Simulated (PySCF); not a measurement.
Bonding in `C#C[C@@H]1CC[C@H](C(C)=O)C1=C`

Compound: C₁₀H₁₂O.
SMILES with atom numbers: `[CH:1]#[C:2][C@@H:3]1[CH2:4][CH2:5][C@H:6]([C:7]([CH3:8])=[O:9])[C:10]1=[CH2:11]` (hydrogens: H12 on C1; H13 on C3; H14, H15 on C4; H16, H17 on C5; H18 on C6; H19, H20, H21 on C8; H22, H23 on C11)

Structure used (GFN2-xTB), in Å, numbered top down from 1:
```
atom  x, y, z in Å
C1    -2.8644    1.3072   -0.9372
C2    -2.2484    0.4553   -0.3659
C3    -1.4573   -0.5495    0.3170
C4    -0.9925   -0.0884    1.7112
C5     0.4164   -0.6619    1.8543
C6     0.9974   -0.5400    0.4438
C7     1.5294    0.8717    0.1844
C8     2.0439    1.1073   -1.2105
O9     1.5386    1.7230    1.0339
C10   -0.1800   -0.8397   -0.4471
C11   -0.1363   -1.3148   -1.6786
H12   -3.4208    2.0465   -1.4308
H13   -2.0508   -1.4689    0.3908
H14   -0.9468    1.0008    1.7404
H15   -1.6633   -0.4261    2.4998
H16    1.0076   -0.1084    2.5821
H17    0.3776   -1.7119    2.1496
H18    1.8224   -1.2343    0.2602
H19    1.1988    1.1175   -1.8964
H20    2.5537    2.0659   -1.2606
H21    2.7180    0.3106   -1.5134
H22   -1.0387   -1.5047   -2.2351
H23    0.7908   -1.5305   -2.1818
```

Bond orders from the PBE0/pcSseg-1 density (PySCF). One conformer (not necessarily the lowest) at the GFN2-xTB geometry, without solvent, vibrations or thermal averaging.

Q: Where do the orders between heavy atoms depart from those drawn in the SMILES?

A: The largest departure is 0.474, at C1–C2 (drawn triple, 2.526). Drawn double or triple, more than 0.30 short of the drawn order: C1–C2 (2.526).

Q: Give the Mayer order of every bond between heavy atoms, beside its length.

A: 
```json
{"bond": "C1–C2", "drawn as": "triple", "length (Å)": "1.197", "Mayer order": "2.526"}
{"bond": "C2–C3", "drawn as": "single", "length (Å)": "1.450", "Mayer order": "0.996"}
{"bond": "C3–C4", "drawn as": "single", "length (Å)": "1.540", "Mayer order": "0.988"}
{"bond": "C4–C5", "drawn as": "single", "length (Å)": "1.528", "Mayer order": "1.040"}
{"bond": "C5–C6", "drawn as": "single", "length (Å)": "1.530", "Mayer order": "1.041"}
{"bond": "C6–C7", "drawn as": "single", "length (Å)": "1.531", "Mayer order": "0.881"}
{"bond": "C7–C8", "drawn as": "single", "length (Å)": "1.505", "Mayer order": "1.016"}
{"bond": "C7–O9", "drawn as": "double", "length (Å)": "1.203", "Mayer order": "2.022"}
{"bond": "C6–C10", "drawn as": "single", "length (Å)": "1.507", "Mayer order": "0.954"}
{"bond": "C10–C11", "drawn as": "double", "length (Å)": "1.321", "Mayer order": "2.001"}
{"bond": "C10–C3", "drawn as": "single", "length (Å)": "1.516", "Mayer order": "0.959"}
```

Bonds between the same two heavy elements. C–C: lowest C6–C7 (0.881, 1.531 Å), highest C1–C2 (2.526, 1.197 Å); in 12 of the 45 pairs the longer bond (by over 0.003 Å) has the higher order (by 0.02 or more).

Q: And the bonds to hydrogen?

A: C–H: 0.90 to 1.16 (12 bonds).

Q: Sum the orders of all bonds at each heavy atom with more than one neighbour and set the sums beside the valence in the SMILES.

A: C1 3.683 (drawn 4), C2 3.522 (drawn 4), C3 3.842 (drawn 4), C4 3.922 (drawn 4), C5 3.964 (drawn 4), C6 3.809 (drawn 4), C7 3.919 (drawn 4), C8 3.847 (drawn 4), C10 3.914 (drawn 4), C11 3.879 (drawn 4). Orders between atoms that aren't bonded are not in these sums.

The Mayer order sums products of elements of PS (density times overlap matrix) between the two atoms' basis functions, so it depends on the basis set.
